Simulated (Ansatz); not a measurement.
Ideal-gas functions of FH₃NOSc, SMILES `[NH2][Sc]([OH])[F]` at 600 K and 1 bar, from an Ansatz frequency run at PBE0-D4/def2-TZVP.

Molar mass 96.98 g/mol, point group Cs (symmetry number 1), electronic degeneracy 1, moments of inertia 95.464, 103.276, 198.74 u Å². Harmonic wavenumbers (cm⁻¹, unscaled): 100, 143, 155, 267, 373, 395, 450, 532, 617, 688, 747, 1545, 3546, 3636, 4003.

Use S(trans) = R[1.5 ln M + 2.5 ln T − 1.1517]; rotational temperatures θ = 24.2544 K / I; S(rot) = R[ln(√π/σ · √(T³/θAθBθC)) + 1.5]; for each mode x = 1.438777 ν̃/T, S = R[x/(eˣ − 1) − ln(1 − e⁻ˣ)] and H = RT x/(eˣ − 1); 1 cm⁻¹ = 0.0119627 kJ/mol; R = 8.31446 J/(mol·K).

Task: By hand: the entropy, in J/(mol·K).

Result: Translation 180.4. Rotation: θ = 0.2541, 0.2349, 0.122 K, giving 117.5. Vibration, mode by mode: 20.21, 17.25, 16.59, 12.16, 9.51, 9.07, 8.07, 6.83, 5.78, 5.03, 4.50, 0.98, 0.02, 0.01, 0.01, in all 116.0. Electronic 0.0. Sum 413.9 J/(mol·K).

Task: By hand: H − E and G − E in kJ/mol, counted from the electronic energy.

Result: Zero-point energy ½ × 17197 × 0.0119627 = 102.9; thermal vibration 34.0; translation, rotation and pV give 4 RT = 20.0. H − E = 156.9 kJ/mol, and G − E = 156.9 − 600 × 413.9/1000 = -91.4 kJ/mol.

Vibration gives 28 % of the entropy, 37.5 J/(mol·K) of it from the modes under 150 cm⁻¹: soft modes count most, and the harmonic formula is weakest for them. The sum counts one conformer and one mirror image; others add a mixing term.
